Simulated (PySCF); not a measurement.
Input for PySCF:
```python
from pyscf import gto, scf

mol = gto.M(
    atom='''
B    -0.46129431    0.17868778   -0.30324535
Cl   -1.86420937   -0.78404794   -0.43916434
Cl   -0.44410584    1.71556602   -1.04769960
Ge    1.14630374   -0.46325254    0.73806389
H     1.26416993    0.17872320    2.07886353
H     1.15331530   -1.92681601    1.01402504
H     2.44862552   -0.15707250    0.08198032
''',
    basis='def2-sv(p)',
    verbose=4,
    max_memory=1800,
)

mf = scf.RHF(mol)
mf = mf.density_fit(auxbasis='def2-universal-jkfit')
mf.kernel()
```

Question: Estimate the HOMO energy that DF-HF/def2-SV(P) in PySCF returns for this input.

Answer: -11.29 eV

Question: What is the computed total energy (DF-HF/def2-SV(P))?

Answer: -3020.2782 Eh

Question: What is the computed dipole moment (DF-HF/def2-SV(P))?

Answer: 0.08 D
